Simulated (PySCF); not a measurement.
Job file and geometry (Å, from GFN2-xTB) of an NMR shielding run on `[SiH2](N(C)C)[N-][SiH3]`, [C$_{2}$H$_{11}$N$_{2}$Si$_{2}$]-, GIAO PBE0/pcSseg-1 NMR shielding, non-relativistic, gas phase (PySCF 2.14.0, density-fitted response routines); density fitting, a coarse starting grid and PySCF grid level 2 are the driver's defaults:

```
$ OMP_NUM_THREADS=1 python probes_run.py task.json out

{"job": {"kind": "nmr", "xc": "PBE0", "basis": "pcSseg-1"}, "charge": -1, "multiplicity": 1}
C     -1.929781     0.802903     0.512367
N     -1.357406    -0.430629     0.077459
C     -1.606464    -0.660046    -1.309498
Si     0.282642    -0.761423     0.630954
N      1.412229     0.283948    -0.007165
Si     3.061337     0.536672     0.083692
H     -1.519549     1.677716    -0.020191
H     -3.020921     0.799160     0.355535
H     -1.730132     0.931354     1.574161
H     -1.175548     0.121584    -1.958061
H     -2.690335    -0.696445    -1.506910
H     -1.167376    -1.613702    -1.595030
H      0.049142    -0.769605     2.108381
H      0.366928    -2.217005     0.296139
H      3.964071    -0.564518    -0.379161
H      3.411580     1.696962    -0.782015
H      3.642584     0.875105     1.422061
```

Question: What does the program print?

Answer: 
```
coarse grid: 14368 points
cycle   1  E = -770.6837997057  dE =  3.710e-01  |g| = 7.742e-01  |ddm| = 3.610e+00
cycle   2  E = -770.2077510634  dE =  4.760e-01  |g| = 1.528e+00  |ddm| = 4.022e+00
cycle   3  E = -770.8310199605  dE = -6.233e-01  |g| = 1.662e-01  |ddm| = 3.207e+00
cycle   4  E = -770.8357397124  dE = -4.720e-03  |g| = 9.896e-02  |ddm| = 2.694e-01
cycle   5  E = -770.8378655779  dE = -2.126e-03  |g| = 1.944e-02  |ddm| = 1.070e-01
cycle   6  E = -770.8379403334  dE = -7.476e-05  |g| = 5.241e-03  |ddm| = 1.895e-02
cycle   7  E = -770.8379460252  dE = -5.692e-06  |g| = 8.309e-04  |ddm| = 4.172e-03
final grid: 127344 points
cycle   8  E = -770.8686037655  dE = -1.919e-05  |g| = 8.011e-03  |ddm| = 2.145e-02
cycle   9  E = -770.8685889490  dE =  1.482e-05  |g| = 1.127e-02  |ddm| = 2.016e-02
cycle  10  E = -770.8686188857  dE = -2.994e-05  |g| = 1.771e-03  |ddm| = 1.329e-02
cycle  11  E = -770.8686195856  dE = -6.998e-07  |g| = 3.006e-04  |ddm| = 2.175e-03
cycle  12  E = -770.8686196016  dE = -1.608e-08  |g| = 1.354e-04  |ddm| = 3.955e-04
cycle  13  E = -770.8686196053  dE = -3.620e-09  |g| = 1.922e-05  |ddm| = 1.191e-04
cycle  14  E = -770.8686196053  dE = -7.822e-11  |g| = 2.807e-06  |ddm| = 2.520e-05
converged SCF energy = -770.8686196053

GIAO shielding tensors (ppm)
atom      isotropic    diamagn.    paramagn.     s11        s22        s33       span
  0 C      143.328     244.972    -101.644    121.747    126.500    181.737     59.990
  1 N      232.957     327.354     -94.397    207.980    229.183    261.707     53.727
  2 C      143.260     244.894    -101.634    121.723    126.325    181.731     60.009
  3 Si     399.729     880.900    -481.171    328.969    391.218    479.000    150.031
  4 N      228.441     326.536     -98.096    135.412    260.645    289.266    153.854
  5 Si     442.231     878.787    -436.556    384.977    389.578    552.139    167.162
  6 H       28.972      30.537      -1.565     23.829     28.464     34.622     10.793
  7 H       29.687      29.510       0.177     25.404     27.450     36.208     10.804
  8 H       28.733      30.728      -1.995     24.692     26.886     34.620      9.928
  9 H       28.970      30.482      -1.512     23.827     28.464     34.619     10.792
 10 H       29.688      29.467       0.221     25.406     27.449     36.209     10.804
 11 H       28.726      30.666      -1.940     24.683     26.892     34.603      9.920
 12 H       26.387      31.410      -5.023     22.231     25.219     31.713      9.482
 13 H       26.390      31.394      -5.004     22.234     25.227     31.708      9.473
 14 H       26.373      28.743      -2.370     23.011     23.897     32.210      9.198
 15 H       26.676      29.480      -2.805     23.112     24.541     32.374      9.262
 16 H       26.366      28.761      -2.395     23.006     23.891     32.201      9.196
```

Question: Turn these shieldings into chemical shifts. Scale: TMS for 13C (186.93 ppm), 29Si (349.16 ppm), 1H (31.72 ppm); 15N (267.73 ppm) vs NH3 (reference shieldings calculated alike).

Answer: Averaging equivalent atoms: C 0/2: 43.6; N 4: 39.3; N 1: 34.8; Si 3: -50.6; Si 5: -93.1; H 12/13: 5.33; H 14/15/16: 5.25; H 6/7/8/9/10/11: 2.59 ppm. Experimental scales use liquid or dissolved standards, which lie at an offset from isolated NH3 (liquid NH3: subtract about 20 ppm).

Size and cost of the density-fitted run: 171 basis functions, 21 s wall time on 1 thread of an Arm Neoverse V2, shared host; peak memory 0.77 GiB.
